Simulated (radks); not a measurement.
Polarisability of neutral boron, [He] 2s2 2p1, at imaginary frequency. Method: scalar-relativistic Kohn-Sham, LDA (Slater exchange, Perdew-Wang correlation), spin-polarised, spherical densities, finite nucleus; open shells are filled with parallel spins first; Fermi nuclear charge, rms radius 2.406 fm; computed with a radial shooting solver on a logarithmic mesh with Libxc functionals. Response by self-consistent Sternheimer equations with the Hartree and adiabatic LDA kernel, the relativistic mass of each level held fixed and spin-orbit coupling left out.

| w (hartree) | alpha1(iw) (bohr^3) |
|---|---|
| 0.00266 | 23.95 |
| 0.0143 | 23.87 |
| 0.0360 | 23.43 |
| 0.0697 | 22.15 |
| 0.118 | 19.62 |
| 0.186 | 15.88 |
| 0.280 | 11.61 |
| 0.413 | 7.666 |
| 0.605 | 4.616 |
| 0.892 | 2.555 |
| 1.35 | 1.294 |
| 2.12 | 0.5883 |
| 3.59 | 0.2309 |
| 6.94 | 0.07252 |
| 17.5 | 0.01400 |

Static values: alpha1 = 23.96 bohr^3 (3.550 angstrom^3; uncoupled 35.66). C6 = 117.7, triple-dipole C9 = 2039 atomic units. One-pole (London) frequency 4 C6 / (3 alpha1^2) = 0.273 hartree, against 0.151 for minus the highest occupied eigenvalue. Recommended static value: 20.5 bohr^3 (Schwerdtfeger and Nagle, 2023 table).
